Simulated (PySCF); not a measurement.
C₇H₁₁F₃N (charge +1).
Numbering: `[CH2:1]=[CH:2][CH2:3]/[N+:4](=[CH:5]\[CH3:6])[CH2:7][C:8]([F:9])([F:10])[F:11]` (hydrogens: H12, H13 on C1; H14 on C2; H15, H16 on C3; H17 on C5; H18, H19, H20 on C6; H21, H22 on C7)

The calculation used PBE0-D3(BJ)/def2-SVP geometry optimisation, gas phase (PySCF 2.14.0).

Q: List the bond lengths, angles and torsions at this level.

A: 
```
          bond  length (bohr)
         C1=C2          2.520
         C2–C3          2.829
         C3–N4          2.801
         N4=C5          2.438
         C5–C6          2.771
         N4–C7          2.765
         C7–C8          2.883
         C8–F9          2.488
C8–F10, C8–F11          2.518
        C1–H12          2.070
        C1–H13          2.066
        C2–H14          2.072
C3–H15, C3–H16          2.075
        C5–H17          2.074
C6–H18, C6–H20          2.076
        C6–H19          2.088
C7–H21, C7–H22          2.075
```

Bonds in one row agree within 0.02 bohr and their mean is given. A selection of angles:
```
     angle  degrees
  C1–C2–C3    123.1
  C2–C3–N4    110.9
  C3–N4–C5    125.0
  C3–N4–C7    115.3
  C5–N4–C7    119.7
  N4–C5–C6    127.9
  N4–C7–C8    110.8
  C7–C8–F9    109.5
 C7–C8–F11    110.9
 F9–C8–F10    109.3
F10–C8–F11    107.8
```

Torsions: C1–C2–C3–N4 -118° (anticlinal); C2–C3–N4–C5 -107° (anticlinal); C3–N4–C5–C6 -1° (synperiplanar); C3–N4–C7–C8 93° (anticlinal); N4–C7–C8–F9 179° (antiperiplanar). The mirror-image conformer, all signs reversed, is as good.

C1 (terminal =CH2 carbon) is planar (angles 122.0°, 121.0° and 116.9°, sum 360.0°, 0.01 Å off the plane of its three neighbours). Of the pairs four or more bonds apart, H16···H20 is among the closest relative to their van der Waals radii: 1.97 Å, 82 % of the sum of Bondi's values. N4 (iminium nitrogen) is planar (angles 125.0°, 119.7° and 115.3°, sum 360.0°, 0.00 Å off the plane of its three neighbours). C2 (alkene CH carbon) is planar (angles 123.1°, 120.4° and 116.5°, sum 360.0°, 0.01 Å off the plane of its three neighbours). The C–N distances run from 1.290 Å (N4=C5, drawn double) to 1.482 Å (C3–N4, drawn single), a spread of 0.192 Å. The 4 C–C bonds span 1.334 Å (C1=C2, drawn double) to 1.526 Å (C7–C8, drawn single), a spread of 0.192 Å. C5 (C=N carbon) is planar (angles 127.9°, 117.0° and 115.1°, sum 360.0°, 0.00 Å off the plane of its three neighbours).

Point group: C1 (no symmetry element, even within 0.4 Å). Stationary, but not proved a minimum.

Time: 3.0 min; peak memory 0.91 GiB. Hardware: an Intel Xeon 6975P-C with one thread, shared host with 192 logical CPUs at a one-minute load of 42. These figures are those of the optimisation.
